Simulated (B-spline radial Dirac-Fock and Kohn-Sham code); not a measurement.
**Au²⁺ 5d5/2: cross section and angular parameters**

System: the Au²⁺ ion, [Xe] 4f14 5d9; threshold 31.87 eV (orbital energy of the model). Level of theory: Dirac-Hartree-Slater photoionisation with a Latter tail; cross sections with all multipoles, angular parameters from the dipole term and its interference with E2; a radial B-spline solver.

For linearly polarised light dσ/dΩ = σ/(4π) [1 + β P₂(cos θ) + (δ + γ cos²θ) sin θ cos φ], with θ from the polarisation vector and φ the angle between the beam and the projection of the electron momentum on the plane normal to the polarisation.

| hν (eV) | σ (kb) | β | γ | δ |
| --- | --- | --- | --- | --- |
| 60 | 7390 | 1.012 | -0.001 | 0.009 |
| 80 | 2450 | 1.465 | 0.040 | 0.015 |
| 95.2 | 1190 | 1.727 | 0.112 | 0.017 |
| 108 | 681 | 1.892 | 0.196 | 0.013 |
| 148 | 151 | 1.787 | 0.447 | -0.023 |
| 151 | 137 | 1.720 | 0.453 | -0.026 |
| 194 | 59.2 | 0.135 | 0.194 | -0.020 |
| 215 | 53.1 | -0.390 | 0.016 | 0.011 |
| 229 | 52.4 | -0.538 | -0.051 | 0.030 |
| 300 | 58.4 | -0.254 | -0.010 | 0.066 |
| 306 | 58.8 | -0.212 | 0.003 | 0.066 |
| 411 | ? | ? | ? | ? |
| 465 | 58.3 | 0.552 | 0.204 | 0.037 |
| 580 | 50.8 | 0.821 | 0.203 | 0.019 |
| 600 | 49.4 | 0.856 | 0.197 | 0.017 |
| 940 | 29.7 | 1.181 | 0.054 | 0.001 |
| 1430 | 15.2 | 1.333 | -0.039 | 0.005 |
| 1486.9 | 14.2 | 1.342 | -0.041 | 0.006 |
| 1880 | 9.08 | 1.378 | -0.018 | 0.013 |
| 2580 | 4.61 | 1.388 | 0.102 | 0.026 |
| 2984.4 | 3.28 | 1.379 | 0.191 | 0.034 |
| 4290 | 1.32 | 1.326 | 0.493 | 0.058 |
| 5080 | 0.833 | 1.288 | 0.663 | 0.074 |
| 6000 | 0.521 | 1.244 | 0.844 | 0.092 |
| 6680 | 0.381 | 1.212 | 0.965 | 0.106 |
| 7600 | 0.260 | 1.172 | 1.115 | 0.125 |
| 8047.8 | 0.218 | 1.153 | 1.182 | 0.134 |
| 9420 | 0.134 | 1.098 | 1.370 | 0.162 |
| 10600 | 0.0921 | 1.055 | 1.513 | 0.186 |
| 12500 | 0.0538 | 0.992 | 1.710 | 0.226 |

Question: Give the values at 411 eV.

Answer: σ = 60.5 kb, β = 0.363, γ = 0.171, δ = 0.048.

Values without a named source are computed, but for edge energies of neutral atoms, which are taken from tables.
